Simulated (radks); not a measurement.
Question: Method: Dirac Kohn-Sham, PBE, spin-unpolarised, spherical densities, finite nucleus; open shells fill j = l - 1/2 first; Fermi nuclear charge, rms radius of each element as measured or else 0.836 A^(1/3) + 0.57 fm; computed with a radial shooting solver on a logarithmic mesh with Libxc functionals. Each species is in its NIST ground configuration. Rank Cu2+, Ag2+, Au2+ by mean radius of the outermost orbital (bohr), largest first.

Answer: Au2+ 1.52, Ag2+ 1.32, Cu2+ 0.925.
